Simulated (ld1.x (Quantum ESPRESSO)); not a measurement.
# What one change does to a pseudopotential (Rb (Z = 37), TM)

rubidium, norm-conserving Troullier–Martins (Kleinman–Bylander form), made with ld1.x (Quantum ESPRESSO) 7.5 (PBE, scalar-relativistic). Core [Kr], reference 5s1 5p0. Waves: 5p (bound, empty): rc 4.05 bohr; 4d channel at 0.35 Ry: rc 4.05 bohr; 5s (bound): rc 4.20 bohr. Local part: the s channel. Core correction: Bessel-smoothed model core, default radius (core density twice the valence density).

Change: wave 5p (bound): rc 4.05 bohr becomes 5p (bound): rc 2.56 bohr.

Cutoffs: the cutoffs (Ry, on a coarse ladder) from which the occupation-weighted sum of valence levels, in a spherical-Bessel basis at the reference potential, stays within 10 and 1 mRy of its value at 400 Ry; they do not see the model core or the augmentation charge, which bear on the density cutoff. Errors are all-electron minus pseudo energies relative to the spin-unpolarised reference configuration.

Q: Predict the effect on cutoff, ghosts and configuration errors.

A: Both files are so soft that the ladder of cutoffs tells neither apart; a bound ghost appears in p, which as a rule spoils a file.

```tsv
quantity	base	changed
cutoff, loose	6 Ry	6 Ry
cutoff, tight	6 Ry	6 Ry
bound ghosts	none	p
error for 5s0.5 5p0, meV [ΔE 1.58 eV]	-1.2	-1.2
error for 5s0 5p1, meV [ΔE 1.52 eV]	-5.3	-2.7
s: phases at 4.57 bohr within 0.05 rad from the reference energy up to (Ry; the scan ends near 5)	0.8	0.8
p: phases at 4.57 bohr within 0.05 rad from the reference energy up to (Ry; the scan ends near 5)	0.9	1.8
d: phases at 4.57 bohr within 0.05 rad from the reference energy up to (Ry; the scan ends near 5)	0.8	0.8
```

Changed file: The cutoffs count occupied waves only; the empty 5p level needs 100 Ry at the loose tolerance. A true bound ghost makes a file unfit for plane-wave use even where its test errors are small: the radial tests pick states by their node count and pass the ghost by.
